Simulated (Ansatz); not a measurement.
Input file for Ansatz (a quantum-chemistry and plane-wave program): R-PBE0/def2-TZVPP on SiF4 (SMILES F[Si](F)(F)F).

Ansatz 0.2 input:
```yaml
crystal:
  periodic: [false, false, false]
  atoms:
    - {symbol: Si, position_ang: [0.00000758, 0.00000465, 0.00000132]}
    - {symbol: F, position_ang: [0.91144782, 0.89190781, 0.91123765]}
    - {symbol: F, position_ang: [0.89824173, -0.91047107, -0.90596560]}
    - {symbol: F, position_ang: [-0.89290816, 0.91777015, -0.90386642]}
    - {symbol: F, position_ang: [-0.91678897, -0.89921154, 0.89859306]}
basis:
  gaussian:
    orbitals: def2-TZVPP
hamiltonian:
  xc: {name: PBE0}
scf: {lower_state_search: off}
```

**Question.** Give the final energy of this run.

**Answer.** -688.8368 hartree.
